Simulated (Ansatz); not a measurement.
Gas-phase electronic energies from Ansatz, PBE0-D4/def2-TZVP geometries. CCSD(T)/CBS is the MP2 limit (def2-TZVPP, def2-QZVPP) plus CCSD(T) − MP2 in def2-TZVPP, frozen cores. DFT in def2-TZVPP. One conformer a species, not always the lowest.

Consider the redistribution: `O[SiH2][O][AlH2]` + `[NH2][AlH][AlH2]` → `[NH2][AlH][SiH2]O` + `[AlH2][O][AlH2]`.

CCSD(T)/CBS gives -17.6 kJ/mol.

Task: Another level gave -23.8 kJ/mol. Which?
A. BLYP/def2-TZVPP
B. B97M-V/def2-TZVPP
C. CCSD/def2-TZVPP
D. PBE0-D4/def2-TZVPP

Result: B. B97M-V -23.8, BLYP -27.8, PBE0-D4 -19.3, CCSD/def2-TZVPP -15.0 kJ/mol.

Largest T1 diagnostic among the species: 0.013.

In def2-TZVPP, CCSD(T) changes the Hartree–Fock value by −12.2 kJ/mol (the triples alone add −2.1 kJ/mol) and MP2 by −16.7 kJ/mol. From r2SCAN to r2SCAN0 (25 % exact exchange), in def2-TZVPP and without D4, ΔE moves by +4.9 kJ/mol.
